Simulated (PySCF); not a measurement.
Excitation energy of Tc²⁺ by level of theory

Tc²⁺ [Kr] 4d5 (6S) → Tc²⁺ [Kr] 4d4 5s1 (6D), as a difference of total energies. Calculation: PySCF 2.14, in aug-cc-pVTZ-PP with one added diffuse shell each of s, p, d, f, g type with ECP28MDF (7s7p6d4f3g, 113 functions); scalar relativity through the core potential. Correlated levels: valence: 4s2 4p6 frozen. The calculations carry no spin-orbit coupling.

| method | excitation energy (eV) |
| --- | --- |
| UHF | 5.693 |
| LDA | 5.100 |
| PBE | 5.220 |
| PBE0 | 5.496 |
| r2SCAN | 5.373 |
| B3LYP | 5.266 |
| LC-wPBE | 5.639 |
| TPSSh | 5.395 |
| MP2 (valence) | 5.845 |
| SCS-MP2 (valence) | 5.744 |

Q: How much does correlation contribute at MP2 (valence)?

A: 5.845 − (5.693) = 0.152 eV, measured against UHF.
